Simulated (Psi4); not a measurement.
CrFO₂, doublet, geometry from GFN2-xTB (such geometries of metal compounds can be far from the true shape) (the multiplicity is a formal guess); WB97X/STO-3G run with Psi4 1.11.

Here is a job for Psi4.
```
memory 2 GB

molecule mol {
0 2
Cr    0.020769   -0.019108    0.018557
O     1.470236   -0.305020   -0.409788
O    -0.423091   -0.658385    1.345392
F    -0.986180    0.907316   -0.881133
}

set {
  basis sto-3g
  reference uks
  scf_type pk
  puream true
  d_convergence 1e-8
  dft_radial_points 99
  dft_spherical_points 590
}

energy('wb97x')
print_variables()
```

What the program printed (banner, timings and long lists left out):

```
   => Loading Basis Set <=

    Name: STO-3G
    Role: ORBITAL
    Keyword: BASIS

         ---------------------------------------------------------
                                   SCF
               by Justin Turney, Rob Parrish, Andy Simmonett
                          and Daniel G. A. Smith
                              UKS Reference
         ---------------------------------------------------------

  ==> Geometry <==

    Molecular point group: c1
    Full point group: C1

    Geometry (in Angstrom), charge = 0, multiplicity = 2:

       Center              X                  Y                   Z               Mass
    ------------   -----------------  -----------------  -----------------  -----------------
         CR           0.029591589297    -0.027225220351     0.026439676043    51.940506230000
         O            1.479058589297    -0.313137220351    -0.401905323957    15.994914619570
         O           -0.414268410703    -0.666502220351     1.353274676043    15.994914619570
         F           -0.977357410703     0.899198779649    -0.873250323957    18.998403162730

  Running in c1 symmetry.

  Rotational constants: A =      0.31043  B =      0.23382  C =      0.13336 [cm^-1]
  Rotational constants: A =   9306.40638  B =   7009.61951  C =   3998.17751 [MHz]
  Nuclear repulsion =  242.313437425806967

  Charge       = 0
  Multiplicity = 2
  Electrons    = 49
  Nalpha       = 25
  Nbeta        = 24

  ==> Algorithm <==

  SCF Algorithm Type is PK.
  DIIS enabled.
  MOM disabled.
  Fractional occupation disabled.
  Guess Type is SAD.
  Energy threshold   = 1.00e-06
  Density threshold  = 1.00e-08
  Integral threshold = 1.00e-12

  ==> Primary Basis <==

  Basis Set: STO-3G
    Blend: STO-3G
    Number of shells: 17
    Number of basis functions: 33
    Number of Cartesian functions: 34
    Spherical Harmonics?: true
    Max angular momentum: 2

  ==> DFT Potential <==

   => LibXC <=

    Version 7.1.2
    S. Lehtola, C. Steigemann, M. J. T. Oliveira, and M. A. L. Marques,  SoftwareX 7, 1–5 (2018) (10.1016/j.softx.2017.11.002)

   => Composite Functional: WB97X <=

    wB97X Hyb-GGA Exchange-Correlation Functional

    J.-D. Chai and M. Head-Gordon,  J. Chem. Phys. 128, 084106 (2008) (10.1063/1.2834918)

    Deriv               =              1
    GGA                 =           TRUE
    Meta                =          FALSE

    Exchange Hybrid     =           TRUE
    MP2 Hybrid          =          FALSE

   => Exchange-Correlation Functionals <=

    1.0000   wB97X range-separated functional

   => Exact (HF) Exchange <=

    0.8423            HF,LR [omega = 0.3000]
    0.1577               HF

   => LibXC Density Thresholds  <==

    XC_HYB_GGA_XC_WB97X:  1.00E-14

   => Molecular Quadrature <=

    Radial Scheme          =       TREUTLER
    Pruning Scheme         =           NONE
    Nuclear Scheme         =       TREUTLER

    Blocking Scheme        =         OCTREE
    BS radius alpha        =              1
    Pruning alpha          =              1
    Radial Points          =             99
    Spherical Points       =            590
    Total Points           =         217447
    Total Blocks           =           1637
    Max Points             =            256
    Max Functions          =             32
    Weights Tolerance      =       1.00E-15

  ==> Integral Setup <==

  Using in-core PK algorithm.
   Calculation information:
      Number of atoms:                   4
      Number of AO shells:              17
      Number of primitives:             51
      Number of atomic orbitals:        34
      Number of basis functions:        33

      Integral cutoff                 1.00e-12
      Number of threads:                 1

  Performing in-core PK
  Using 472923 doubles for integral storage.
  We computed 10006 shell quartets total.
  Whereas there are 11781 unique shell quartets.

  Computing range-separated integrals for PK
  We computed 10006 wK shell quartets total.
[...]
   @UKS iter   2: -1267.51064694238289    1.19604e+01   1.31764e-01 ADIIS
   @UKS iter   3: -1278.88366373065901   -1.13730e+01   6.35382e-02 DIIS/ADIIS
   @UKS iter   4: -1280.35005363720256   -1.46639e+00   6.96358e-03 DIIS/ADIIS
   @UKS iter   5: -1280.36213969351752   -1.20861e-02   4.73178e-03 DIIS/ADIIS
   @UKS iter   6: -1280.37217540947813   -1.00357e-02   3.66418e-04 DIIS/ADIIS
   @UKS iter   7: -1280.37241790473422   -2.42495e-04   3.68760e-04 DIIS/ADIIS
   @UKS iter   8: -1280.37266140467887   -2.43500e-04   9.37961e-05 DIIS
   @UKS iter   9: -1280.37273518862162   -7.37839e-05   1.18133e-04 DIIS/ADIIS
   @UKS iter  10: -1280.37276767953836   -3.24909e-05   2.68221e-05 DIIS
   @UKS iter  11: -1280.37277339206707   -5.71253e-06   1.11715e-05 DIIS
   @UKS iter  12: -1280.37277399147092   -5.99404e-07   1.02305e-05 DIIS
   @UKS iter  13: -1280.37277411262767   -1.21157e-07   2.92754e-06 DIIS
   @UKS iter  14: -1280.37277414738719   -3.47595e-08   7.49202e-07 DIIS
   @UKS iter  15: -1280.37277415011067   -2.72348e-09   1.98043e-07 DIIS
   @UKS iter  16: -1280.37277415028393   -1.73259e-10   6.53006e-08 DIIS
   @UKS iter  17: -1280.37277415029871   -1.47793e-11   2.32658e-08 DIIS
   @UKS iter  18: -1280.37277415030007   -1.36424e-12   9.14358e-09 DIIS
  Energy and wave function converged.

  ==> Post-Iterations <==

   Electrons on quadrature grid:
      Nalpha   =   24.9999993035 ; deviation = -6.965e-07
      Nbeta    =   23.9999993887 ; deviation = -6.113e-07
      Ntotal   =   48.9999986922 ; deviation = -1.308e-06

   @Spin Contamination Metric:   1.984391513E-02
   @S^2 Expected:                7.500000000E-01
   @S^2 Observed:                7.698439151E-01
   @S   Expected:                5.000000000E-01
   @S   Observed:                5.000000000E-01

    Orbital Energies [Eh]
    ---------------------

    Alpha Occupied:

[...]
      25A     -0.248027

    Alpha Virtual:

[...]
    Beta Occupied:

[...]
    Beta Virtual:

[...]
    Final Occupation by Irrep:
              A
    DOCC [    24 ]
    SOCC [     1 ]
    NA   [    25 ]
    NB   [    24 ]

  @UKS Final Energy: -1280.37277415030007

   => Energetics <=

    Nuclear Repulsion Energy =            242.3134374258069670
    One-Electron Energy =               -2244.3157523406007385
    Two-Electron Energy =                 779.3545576604908547
    DFT Exchange-Correlation Energy =     -57.7250168959972072
    Empirical Dispersion Energy =           0.0000000000000000
    VV10 Nonlocal Energy =                  0.0000000000000000
    Total Energy =                      -1280.3727741503000743

  UHF NO Occupations:
  HONO-2 :   23  A 1.9972741
  HONO-1 :   24  A 1.9952104
  HONO-0 :   25  A 1.0000000
  LUNO+0 :   26  A 0.0047896
  LUNO+1 :   27  A 0.0027259
  LUNO+2 :   28  A 0.0008248
  LUNO+3 :   29  A 0.0006063

Computation Completed

Properties will be evaluated at   0.000000,   0.000000,   0.000000 [a0]

Properties computed using the SCF density matrix

 Multipole Moments:

 ------------------------------------------------------------------------------------
     Multipole            Electronic (a.u.)      Nuclear  (a.u.)        Total (a.u.)
 ------------------------------------------------------------------------------------

 L = 1.  Multiply by 2.5417464519 to convert [e a0] to [Debye]
 Dipole X            :         -1.1825479            0.8169340           -0.3656139
 Dipole Y            :          1.0879795           -0.7516042            0.3363754
 Dipole Z            :         -1.0565823            0.7299145           -0.3266678
 Magnitude           :                                                    0.5945871

 ------------------------------------------------------------------------------------

  Variable Map:
  ----------------------------------------------------------------------------
[...]
  Array Variable Map:
  ----------------------------------------------------------------------------
[...]
[...]
```
